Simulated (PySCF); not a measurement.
A side-by-side comparison of computed properties.

First species: C6H12N2.
SMILES: `CC(C)[C@@H]1C=NNC1`

Second species: C6H12N2.
Numbering: `[CH2:1]=[CH:2]/[C:3]([CH3:4])=[N:5]\[NH:6][CH2:7][CH3:8]` (hydrogens: H9, H10 on C1; H11 on C2; H12, H13, H14 on C4; H15 on N6; H16, H17 on C7; H18, H19, H20 on C8)

Structure used (GFN2-xTB), in Å, numbered top down from 1:
```xyz
20
C6H12N2 angstrom
C     -2.965    0.143    1.258
C     -1.743   -0.231    0.887
C     -1.086    0.151   -0.352
C     -1.824    1.031   -1.320
N      0.094   -0.192   -0.721
N      0.896   -1.016   -0.048
C      2.293   -0.958   -0.403
C      3.041    0.181    0.292
H     -3.586    0.778    0.651
H     -3.390   -0.181    2.194
H     -1.184   -0.880    1.552
H     -2.062    1.989   -0.861
H     -2.754    0.559   -1.633
H     -1.200    1.202   -2.192
H      0.711   -1.206    0.935
H      2.338   -0.824   -1.485
H      2.746   -1.920   -0.144
H      2.998    0.064    1.374
H      4.083    0.189   -0.014
H      2.589    1.133    0.027
```

Levels: PBE0/pcSseg-1 for HOMO energy, LUMO energy and HOMO–LUMO gap. Geometries: GFN2-xTB. Each species is one conformer at its optimised geometry, gas phase, non-relativistic unless stated; the electronic structure was computed with PySCF and density fitting.

The conformers computed, where there is a choice (atom-mapped SMILES and torsion angles):
- `[CH2:1]=[CH:2]/[C:3]([CH3:4])=[N:5]\[NH:6][CH2:7][CH3:8]`: C1–C2–C3–C4 0°, C3–N5–N6–C7 -162°, N5–N6–C7–C8 83°

The conformers of `CC(C)[C@@H]1C=NNC1` aren't listed.

Values for the first species:

- HOMO energy: -5.99 eV
- LUMO energy: 0.39 eV
- HOMO–LUMO gap: 6.38 eV

Estimate the same properties for the second species, and the change in each.

```json
{"property": "HOMO energy", "first": "-5.99 eV", "second": "-5.78 eV", "second less first": "+0.21 eV"}
{"property": "LUMO energy", "first": "0.39 eV", "second": "-0.82 eV", "second less first": "-1.21 eV"}
{"property": "HOMO–LUMO gap", "first": "6.38 eV", "second": "4.96 eV", "second less first": "-1.42 eV"}
```

